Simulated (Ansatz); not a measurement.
`NC#C[TeH]` and `NC#C[SeH]` differ in one atom or group.

Ansatz, PBE0-D4/def2-TZVP geometries, multiplicity 1. Each molecule was computed in one conformer, which needn't be the lowest.

Elements past krypton have def2 core potentials. Scalar relativity is left out up to krypton.

```json
{"property": "size of the dipole moment (ωB97M-V/def2-TZVPP) / D", "`NC#C[TeH]`": "2.20"}
{"property": "HOMO energy (PBE0/def2-TZVPP) / eV", "`NC#C[TeH]`": "-6.01"}
{"property": "ideal-gas entropy at 298 K and 1 bar (rigid rotor, harmonic PBE0-D4/def2-TZVP) / J/(mol·K)", "`NC#C[TeH]`": "324"}
{"property": "size of the dipole moment (PBE/def2-TZVPP) / D", "`NC#C[TeH]`": "2.27"}
{"property": "zero-point energy (PBE0-D4/def2-TZVP) / kJ/mol", "`NC#C[TeH]`": "111.6"}
{"property": "LUMO energy (ωB97M-V/def2-TZVPP) / eV", "`NC#C[TeH]`": "1.41"}
```

**Question.** Give the same properties after the change, and the shifts. (Best estimate.)

**Answer.** The calculation gave: 
| property | `NC#C[SeH]` | shift |
| --- | --- | --- |
| size of the dipole moment (ωB97M-V/def2-TZVPP) / D | 2.14 | -0.06 |
| HOMO energy (PBE0/def2-TZVPP) / eV | -6.33 | -0.32 |
| ideal-gas entropy at 298 K and 1 bar (rigid rotor, harmonic PBE0-D4/def2-TZVP) / J/(mol·K) | 313 | -11 |
| size of the dipole moment (PBE/def2-TZVPP) / D | 2.19 | -0.08 |
| zero-point energy (PBE0-D4/def2-TZVP) / kJ/mol | 115.2 | 3.6 |
| LUMO energy (ωB97M-V/def2-TZVPP) / eV | 2.03 | 0.62 |

With PBE0 the HOMO falls by 0.32 eV and the LUMO rises by 0.63 eV, so the gap widens by about 0.95 eV. PBE moves the HOMO by -0.24 eV and ωB97M-V by -0.37 eV. Dipoles are sizes alone; their direction can turn.

Spin–orbit coupling is left out; it splits and shifts lone-pair levels of the heavy atoms by tenths of an eV.
